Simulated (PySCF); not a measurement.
C2H7NOSi2, SMILES N1C[SiH2]C=1[SiH2]O.

Geometry optimised at B3LYP-D3(BJ)/def2-SVP. This is a generated structure with no PubChem entry under its InChIKey; it may be hypothetical. Other conformers were not sampled.

Computed with PySCF with CAM-B3LYP/def2-TZVP.

Symmetry labels are those of the subgroup Cs that the program uses (full group Cs).

### Question
List the valence orbital energies around the gap with their symmetry. (Estimate from the structure and the level; the computed values follow.)

### Answer

| orbital | symmetry | energy (eV) |
|---|---|---|
| HOMO−7 | A' | -12.23 |
| HOMO−6 | A" | -12.20 |
| HOMO−5 | A' | -11.87 |
| HOMO−4 | A" | -11.55 |
| HOMO−3 | A" | -10.36 |
| HOMO−2 | A" | -9.95 |
| HOMO−1 | A' | -9.82 |
| HOMO | A' | -8.49 |
| LUMO | A" | -0.15 |
| LUMO+1 | A' | 0.58 |
| LUMO+2 | A' | 1.14 |
| LUMO+3 | A' | 1.78 |
